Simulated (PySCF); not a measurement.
Compound: C₅H₈O₂SSi.
Numbering: `[O:1]=[CH:2][O:3]/[CH:4]=[C:5]1/[CH2:6][SiH2:7][CH2:8][S:9]1`

NICS is the negative of the GIAO shielding at a point without a nucleus: at the ring centre (0) and 1 Å above and below it (1); zz is the component along the ring normal. Level: GIAO PBE0/pcSseg-1 (PySCF, non-relativistic, gas phase) on the GFN2-xTB geometry, one conformer.

Ring bond lengths (Å), with Mayer bond orders in brackets: C5–C6 1.494 (1.02), C6–Si7 1.904 (0.88), Si7–C8 1.906 (0.85), C8–S9 1.828 (0.97), S9–C5 1.763 (1.06).

What do the NICS probes read (ppm)?

| ring | type | NICS(0) | NICS(1), two faces | NICS(1)zz, two faces | rms pucker (Å) | centre to ring atoms, mean (Å) |
| --- | --- | --- | --- | --- | --- | --- |
| C5–C6–Si7–C8–S9 | 5-membered ring with S and Si; formal bonds all single | -6.1 | -3.4 / -4.3 | -1.7 / -2.5 | 0.19 | 1.49 |

What do they say, and how far can they be read as aromaticity?

- C5–C6–Si7–C8–S9: mean NICS(1)zz -2.1 ppm, near zero. C6, Si7, C8 have four or more neighbours, so the value isn't read as a sign of a π ring current.

What field does 14.1 T along the ring normal induce along that normal at the first NICS(1) probe listed for ring C5–C6–Si7–C8–S9, 1 Å off the ring?

NICSzz × B0 = -1.7 ppm × 14.1 T = -24 μT, against the applied field.

How shielded are the nuclei of the rings and their hydrogens (means over atoms taken as equivalent)?

```tsv
atoms	environment	σ isotropic (ppm)	principal values of the symmetric part, first atom (ppm)
C5	fully substituted alkene carbon	50.7	-29.3, 66.0, 115.4
C6	sp3 carbon bound to silicon	168.3	146.7, 164.9, 193.5
Si7	SiH2 silicon	375.5	311.6, 396.0, 418.8
C8	sp3 carbon bound to sulfur	170.1	144.8, 168.1, 197.3
S9	sulfide sulfur	448.2	308.8, 369.6, 666.2
H on C6 (×2)	methylene hydrogen	29.62	24.4, 28.2, 36.4
H on Si7 (×2)	Si–H hydrogen	27.27	24.1, 24.9, 33.4
H on C8 (×2)	methylene hydrogen	29.37	23.2, 26.8, 37.8
```
